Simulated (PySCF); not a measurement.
Species: C₆H₆NO (doublet state).
Z-matrix (Å and degrees, GFN2-xTB geometry), rows numbered from 1:
```
N 
C   1  1.3588
O   2  1.2178  1  121.74
C   2  1.4664  1  115.63  3  -179.20
C   4  1.4686  2  122.05  1  -169.93
C   5  1.3679  4  108.22  2  -179.14
C   6  1.4080  5  107.83  4     0.73
C   4  1.3722  2  130.68  1    12.71
H   1  1.0026  2  122.36  3  -179.08
H   1  1.0058  2  118.40  3     0.48
H   5  1.0728  4  123.16  2     0.98
H   6  1.0730  5  126.67  4  -179.46
H   7  1.0756  6  125.96  5  -179.03
H   8  1.0743  4  128.03  2    -0.82
```

The hyperfine couplings belong to this conformer and change with its torsions.

Identity: `NC(=O)[C]1C=CC=C1` [radical].

Computed with UKS B3LYP, pcH-1 on C H N O, non-relativistic, mean-field spin-orbit, GIAO in PySCF 2.14.0. Isolated species at its GFN2-xTB geometry (one conformer only). The geometry wasn't refined by DFT: couplings that depend on bond lengths, twists or pyramidal angles can differ widely from those at the functional's own minimum. The frame is twisted about the C2–C4 bond at this geometry (dihedral O3–C2–C4–C5 = 11°); couplings at other torsion angles weren't computed. Stability of the SCF solution: not tested.

Question: Where do the isotropic ENDOR lines of C2, C4, C6/C7, C5/C8, N1, H11/H14, H12/H13 and H10 fall at 3346.8 mT, to first order?

Answer: For S = 1/2 in fast tumbling each set of equivalent nuclei gives two lines, ν± = |νn ± a/2| to first order, with νn = g_N μN B/h and μN/h = 7.62259 MHz/T.

| nuclei | isotope | g_N | νn (MHz) | a_iso (MHz) | lower line (MHz) | upper line (MHz) |
| --- | --- | --- | --- | --- | --- | --- |
| C2 | 13C | 1.4048 | 35.84 | -12.33 | 29.68 | 42.00 |
| C4 | 13C | 1.4048 | 35.84 | 9.06 | 31.31 | 40.37 |
| C6/C7 | 13C | 1.4048 | 35.84 | 5.69 | 32.99 | 38.69 |
| C5/C8 | 13C | 1.4048 | 35.84 | 3.61 | 34.03 | 37.64 |
| N1 | 14N | 0.4038 | 10.30 | -0.66 | 9.97 | 10.63 |
| H11/H14 | 1H | 5.5857 | 142.50 | -14.96 | 135.02 | 149.98 |
| H12/H13 | 1H | 5.5857 | 142.50 | -14.92 | 135.04 | 149.96 |
| H10 | 1H | 5.5857 | 142.50 | -0.84 | 142.08 | 142.92 |

The rows for 13C, of low natural abundance, apply to labelled samples.

Question: Which pairs are centred on the nuclear Larmor frequency, and which on half the coupling?

Answer: Centred on νn, since |a| < 2νn: C2, C4, C6/C7, C5/C8, N1, H11/H14, H12/H13 and H10. No pair has |a| > 2νn.

Question: At what field would the lower line of C6/C7 fall to zero frequency?

Answer: Where νn = |a|/2, that is B = 2.85 MHz/(1.4048 × 7.62259 MHz/T) = 266 mT, as far as first order holds there.

Means are taken over nuclei equivalent by connectivity, which assumes that they swap fast. H9 and H10 aren't averaged: N1 is flat or nearly so (angle sum 360°), and its turn about the short N1–C2 bond (1.36 Å) is taken as slow. The 13C value of +5.7 MHz is a mean of couplings from -33.0 to 44.4 MHz in this one geometry, not an average over conformers. The 13C value of +3.6 MHz is a mean of couplings from -21.0 to 28.2 MHz in this one geometry, not an average over conformers.

The SMILES draws the unpaired electron on C4; the largest computed Mulliken spin population is on C7 (0.57 against 0.24).
